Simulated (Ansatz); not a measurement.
## A small benchmark: atomisation enthalpy at 298 K

8 molecules with halogens; the atomisation enthalpy at 298 K in kJ/mol, computed less measured. Shapes, held fixed at every level: PBE0-D4/def2-TZVP. Flexible molecules stand in one conformer, not always the lowest. Thermal terms are harmonic and unscaled (PBE0-D4/def2-TZVP); the spin-orbit lowering of the free atoms is taken from their spectra. Programs: Ansatz 0.2.0. Measured values: Active Thermochemical Tables, CRC Handbook of Chemistry and Physics, NIST-JANAF tables.

Levels: A = HF/def2-TZVPP; B = B3LYP-D4/def2-TZVPP; C = MP2/def2-SVP; D = CCSD(T)/CBS estimate.

```tsv
molecule	from tabulated heats	A	B	C	D
CH3F (fluoromethane)	1687	-462	-2	-75	-1
SiCl4 (silicon tetrachloride)	1598	-433	-51	-114	0
C2F3N (cyanotrifluoromethane)	2640	-1003	-14	+3	-11
C2H3F3 (1,1,2-trifluoroethane)	3057	-969	-77	-134	-66
C2H4F2 (1,1-difluoroethane)	2965	-829	-6	-83	0
C2H5Cl (chloroethane)	2756	-713	-6	-124	-2
C2HF3O2 (trifluoroacetic acid)	3420	-1248	-36	-21	-15
C4H9Cl (2-chloro-2-methylpropane)	5133	-1321	-13	-187	-6
```

Task: Sum up the errors.

Result: 
```csv
level,kind,mean error,mean absolute error,worst case
HF/def2-TZVPP,Hartree–Fock,-872.2,872.2,C4H9Cl
B3LYP-D4/def2-TZVPP,global hybrid,-25.6,25.6,C2H3F3
MP2/def2-SVP,perturbation theory,-91.9,92.6,C4H9Cl
CCSD(T)/CBS estimate,coupled cluster or CI,-12.6,12.6,C2H3F3
```

On this set CCSD(T)/CBS estimate has the smallest mean absolute error and HF/def2-TZVPP the largest. HF/def2-TZVPP is too low in 8 of 8; B3LYP-D4/def2-TZVPP is too low in 8 of 8; MP2/def2-SVP is too low in 7 of 8; CCSD(T)/CBS estimate is too low in 6 of 8. The heats of C2F3N, C2HF3O2, C4H9Cl come from older tables and can be uncertain by 10 kJ/mol or more. The tabulated value of C2H3F3 is in doubt (older tables, estimates, or at odds with other calculations) and kept here. Over the 7 molecules whose values aren't doubted the mean absolute errors are A 858.4; B 18.3; C 86.7; D 5.0. For HF/def2-TZVPP the error grows with the size of the molecule. Hartree–Fock lacks correlation and underbinds. Correlated wave functions converge slowly with the basis. The CBS estimate extrapolates MP2 from def2-TZVPP and def2-QZVPP and adds CCSD(T) − MP2 in the triple-zeta set, cores frozen. The set is small.
